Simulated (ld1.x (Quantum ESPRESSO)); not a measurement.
# Cutoff test, Cd (Z = 48), PAW

* Element: cadmium
* Generator: ld1.x (Quantum ESPRESSO) 7.5
* Type: PAW
* Functional: LDA (PZ)
* Relativity: scalar-relativistic
* Frozen core: [Kr]
* Valence charge: 12
* Reference configuration: 4d10 5s1.5 5p0.5
* Partial waves: 5s (bound): rcut 1.85, rcutus 2.10 bohr; 5s channel at 4 Ry: rcut 1.85, rcutus 2.10 bohr; 5p (bound): rcut 2.35, rcutus 3.00 bohr; 5p channel at 1 Ry: rcut 2.35, rcutus 3.00 bohr; 4d (bound): rcut 1.40, rcutus 1.85 bohr; 4d channel at 0.1 Ry: rcut 1.40, rcutus 1.85 bohr
* Local potential: all-electron potential smoothed inside 1.85 bohr (lloc = -1)
* Core correction: Bessel-smoothed model core, default radius (core density twice the valence density)
* Augmentation charge: BESSEL, radius 1.30 bohr

The pseudo-atom Hamiltonian at the reference potential is diagonalised in spherical Bessel functions j_l(qr) that vanish at 20 bohr, with q² up to the cutoff. All-electron valence levels (Ry): 5s -0.4876, 5p -0.1356, 4d -0.9472.

How do the lowest levels (Ry) of each channel move with the cutoff, and are there ghosts?

| cutoff (Ry) | s #1 | s #2 | p #1 | p #2 | d #1 | d #2 | f #1 | f #2 | Σ f·Δε (mRy) |
| --- | --- | --- | --- | --- | --- | --- | --- | --- | --- |
| 8 | -0.4867 | -0.0179 | -0.1356 | 0.0302 | -0.1906 | 0.0499 | 0.0980 | 0.2207 | 7567.1 |
| 10 | -0.4874 | -0.0180 | -0.1356 | 0.0302 | -0.3996 | 0.0472 | 0.0980 | 0.2207 | 5476.4 |
| 15 | -0.4875 | -0.0180 | -0.1356 | 0.0302 | -0.7360 | 0.0454 | 0.0980 | 0.2207 | 2111.8 |
| 18 | -0.4876 | -0.0180 | -0.1356 | 0.0302 | -0.8668 | 0.0449 | 0.0980 | 0.2207 | 804.3 |
| 25 | -0.4876 | -0.0180 | -0.1356 | 0.0302 | -0.9332 | 0.0446 | 0.0980 | 0.2207 | 140.3 |
| 30 | -0.4876 | -0.0180 | -0.1356 | 0.0302 | -0.9449 | 0.0445 | 0.0980 | 0.2207 | 22.7 |
| 35 | -0.4876 | -0.0180 | -0.1356 | 0.0302 | -0.9465 | 0.0444 | 0.0980 | 0.2207 | 7.1 |
| 45 | -0.4876 | -0.0180 | -0.1356 | 0.0302 | -0.9467 | 0.0444 | 0.0980 | 0.2207 | 4.3 |
| 50 | -0.4876 | -0.0180 | -0.1356 | 0.0302 | -0.9470 | 0.0444 | 0.0980 | 0.2207 | 1.4 |
| 60 | -0.4876 | -0.0180 | -0.1356 | 0.0302 | -0.9471 | 0.0444 | 0.0980 | 0.2207 | 0.7 |
| 70 | -0.4876 | -0.0180 | -0.1356 | 0.0302 | -0.9471 | 0.0444 | 0.0980 | 0.2207 | 0.5 |
| 400 | -0.4876 | -0.0180 | -0.1356 | 0.0302 | -0.9472 | 0.0444 | 0.0980 | 0.2207 | 0.0 |

Result: no extra level below or beside the all-electron valence levels (s, p, d, f tested); 10 mRy is reached at 35 Ry and 1 mRy at 55 Ry.

Its largest configuration-test error is -590 meV.
